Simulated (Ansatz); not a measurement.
`[H]/C=C/c1ccc(/C=C/c2ccc(/C=C/c3ccc(/C=C/c4ccc(/C=C/c5ccccc5)cc4)cc3)cc2)cc1` with charge +1. The state is a doublet with charge 1. Geometry PBE-D4/def2-SVP, that of the neutral singlet; atoms count from 1.

Cartesian coordinates in Å:
```
H 4.562 -8.105 14.426
C 4.397 -7.451 13.556
C 3.842 -7.938 12.424
C 3.546 -7.206 11.187
C 2.931 -7.882 10.108
C 2.625 -7.221 8.917
C 2.917 -5.846 8.739
C 2.560 -5.199 7.483
C 2.721 -3.882 7.163
C 2.344 -3.233 5.915
C 1.780 -3.926 4.808
C 1.417 -3.259 3.644
C 1.594 -1.855 3.506
C 1.214 -1.110 2.314
C 0.690 -1.622 1.162
C 0.281 -0.882 -0.022
C 0.339 0.536 -0.125
C -0.082 1.197 -1.272
C -0.588 0.487 -2.396
C -1.061 1.132 -3.612
C -1.152 2.473 -3.851
C -1.641 3.113 -5.064
C -2.066 2.400 -6.214
C -2.534 3.069 -7.342
C -2.610 4.486 -7.397
C -3.115 5.124 -8.606
C -3.258 6.462 -8.828
C -3.764 7.104 -10.039
C -4.184 6.385 -11.187
C -4.660 7.053 -12.320
C -4.731 8.457 -12.343
C -4.320 9.187 -11.217
C -3.844 8.518 -10.083
C -2.182 5.199 -6.248
C -1.712 4.531 -5.120
C -0.635 -0.926 -2.297
C -0.215 -1.590 -1.146
C 2.164 -1.166 4.606
C 2.531 -1.835 5.773
C 3.542 -5.171 9.822
C 3.848 -5.831 11.007
H 4.696 -6.396 13.665
H 3.570 -9.009 12.399
H 2.686 -8.950 10.218
H 2.141 -7.773 8.096
H 2.103 -5.870 6.736
H 3.168 -3.208 7.914
H 1.623 -5.013 4.868
H 0.978 -3.837 2.817
H 1.376 -0.021 2.382
H 0.545 -2.714 1.090
H 0.718 1.128 0.721
H -0.019 2.295 -1.306
H -1.387 0.434 -4.403
H -0.841 3.172 -3.056
H -2.026 1.301 -6.224
H -2.858 2.487 -8.221
H -3.403 4.423 -9.408
H -2.970 7.162 -8.025
H -4.137 5.286 -11.192
H -4.981 6.472 -13.198
H -5.106 8.979 -13.237
H -4.371 10.287 -11.222
H -3.523 9.095 -9.201
H -2.218 6.299 -6.240
H -1.387 5.112 -4.243
H -1.020 -1.506 -3.151
H -0.271 -2.689 -1.099
H 2.317 -0.078 4.531
H 2.970 -1.270 6.610
H 3.796 -4.105 9.726
H 4.336 -5.271 11.819
```

Single mean-field runs in def2-SVP are fitted with def2-universal-jkfit.

**Question.** Estimate the Mulliken populations of the heavy atoms from the PBE0/def2-SVP orbitals of Ansatz.

**Answer.** 
| atom | charge (e) | spin (α − β) |
| --- | --- | --- |
| C2 | -0.06 | 0.09 |
| C3 | -0.04 | -0.05 |
| C4 | 0.02 | 0.09 |
| C5 | -0.02 | -0.04 |
| C6 | -0.02 | 0.05 |
| C7 | 0.01 | -0.02 |
| C8 | 0.02 | 0.11 |
| C9 | 0.00 | -0.01 |
| C10 | 0.03 | 0.08 |
| C11 | -0.01 | -0.01 |
| C12 | -0.01 | 0.03 |
| C13 | 0.02 | 0.03 |
| C14 | 0.01 | 0.07 |
| C15 | 0.01 | 0.04 |
| C16 | 0.02 | 0.05 |
| C17 | -0.01 | 0.01 |
| C18 | -0.01 | 0.00 |
| C19 | 0.02 | 0.06 |
| C20 | 0.00 | 0.03 |
| C21 | 0.01 | 0.09 |
| C22 | 0.01 | 0.01 |
| C23 | -0.01 | 0.04 |
| C24 | -0.03 | -0.02 |
| C25 | 0.03 | 0.09 |
| C26 | -0.01 | -0.03 |
| C27 | 0.02 | 0.12 |
| C28 | 0.01 | -0.03 |
| C29 | -0.02 | 0.05 |
| C30 | -0.02 | -0.03 |
| C31 | 0.00 | 0.06 |
| C32 | -0.01 | -0.03 |
| C33 | -0.03 | 0.05 |
| C34 | -0.01 | -0.02 |
| C35 | -0.02 | 0.03 |
| C36 | -0.02 | 0.01 |
| C37 | -0.02 | 0.01 |
| C38 | -0.02 | 0.03 |
| C39 | -0.02 | -0.01 |
| C40 | -0.01 | 0.05 |
| C41 | -0.01 | -0.04 |
Mulliken values and Mayer orders depend strongly on the basis.

**Question.** Where does the spin sit?

**Answer.** Summed by element: H -0.04, C 1.04, of 1 unpaired in all. Largest on single atoms: C27 0.12, C8 0.11, C25 0.09.

**Question.** And the Mayer bond orders between bonded heavy atoms (over 0.3, the first 40 of 44)?

**Answer.** C2–C3 1.89 (1.35 Å); C3–C4 1.10 (1.47 Å); C4–C5 1.33 (1.41 Å); C4–C41 1.30 (1.42 Å); C5–C6 1.42 (1.40 Å); C6–C7 1.30 (1.42 Å); C7–C8 1.16 (1.46 Å); C7–C40 1.28 (1.42 Å); C8–C9 1.59 (1.36 Å); C9–C10 1.17 (1.46 Å); C10–C11 1.27 (1.42 Å); C10–C39 1.29 (1.42 Å); C11–C12 1.51 (1.39 Å); C12–C13 1.26 (1.42 Å); C13–C14 1.18 (1.46 Å); C13–C38 1.28 (1.42 Å); C14–C15 1.57 (1.37 Å); C15–C16 1.18 (1.46 Å); C16–C17 1.26 (1.42 Å); C16–C37 1.28 (1.42 Å); C17–C18 1.52 (1.39 Å); C18–C19 1.26 (1.42 Å); C19–C20 1.18 (1.46 Å); C19–C36 1.28 (1.42 Å); C20–C21 1.57 (1.37 Å); C21–C22 1.18 (1.46 Å); C22–C23 1.28 (1.42 Å); C22–C35 1.27 (1.42 Å); C23–C24 1.48 (1.39 Å); C24–C25 1.28 (1.42 Å); C25–C26 1.15 (1.46 Å); C25–C34 1.29 (1.42 Å); C26–C27 1.63 (1.36 Å); C27–C28 1.13 (1.46 Å); C28–C29 1.32 (1.42 Å); C28–C33 1.32 (1.42 Å); C29–C30 1.44 (1.40 Å); C30–C31 1.36 (1.41 Å); C31–C32 1.38 (1.40 Å); C32–C33 1.41 (1.40 Å).
